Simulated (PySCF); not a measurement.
H₅W, SMILES [WH5+] (connectivity only; charge and spin as stated), charge +1, multiplicity 1.

Geometry: B3LYP-D3(BJ)/def2-TZVPD. The multiplicity is an assumed one; other spin states were not compared. The def2 effective core potentials stand for the cores of W; spin–orbit coupling is left out.

Level of theory: M06-2X/def2-TZVPD run with PySCF.

Symmetry labels are those of the subgroup C2v that the program uses (full group C2v).

Q: List the valence orbital energies around the gap with their symmetry. (Estimate from the structure and the level; the computed values follow.)

A: 
| orbital | symmetry | energy (eV) |
|---|---|---|
| HOMO−7 | B2 | -55.12 |
| HOMO−6 | B1 | -54.83 |
| HOMO−5 | A1 | -54.69 |
| HOMO−4 | A1 | -19.79 |
| HOMO−3 | A1 | -18.35 |
| HOMO−2 | B1 | -17.63 |
| HOMO−1 | B2 | -17.63 |
| HOMO | A1 | -16.53 |
| LUMO | A2 | -9.33 |
| LUMO+1 | B2 | -8.07 |
| LUMO+2 | A1 | -8.06 |
| LUMO+3 | B1 | -7.75 |
